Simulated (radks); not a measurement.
The numbers below are computed, except where a source is named.
Spin polarisation of the 4f5 shell in Pm. Start: [Xe] 4f(up 2.5, down 2.5) 6s2; electrons of 4f are moved from spin down to spin up, other shells keep equal spins. Level of theory: non-relativistic Kohn-Sham, BLYP, spin-polarised, spherical densities, point nucleus (a radial shooting solver on a logarithmic mesh with Libxc functionals).

| moment (Bohr magnetons) | E - E(0) (eV) | e(4f up) (eV) | e(4f down) (eV) | 6s down minus up (eV) | 5p down minus up (eV) | 5s down minus up (eV) |
|---|---|---|---|---|---|---|
| 0 | 0.000 | -4.974 | -4.974 | 0.000 | 0.000 | 0.000 |
| 1 | -0.171 | -5.296 | -4.612 | 0.028 | 0.295 | 0.379 |
| 2 | -0.684 | -5.578 | -4.213 | 0.055 | 0.591 | 0.757 |
| 3 | -1.535 | -5.817 | -3.776 | 0.083 | 0.886 | 1.135 |
| 4 | -2.723 | -6.007 | -3.300 | 0.112 | 1.182 | 1.512 |
| 5 | -4.240 | -6.144 | -2.783 | 0.141 | 1.477 | 1.888 |

At moment 5 the spin-polarisation energy is -4.240 eV and the 4f exchange splitting 3.361 eV, that is 0.672 eV per Bohr magneton; E = -I m^2/4 would give I = 0.678 eV.
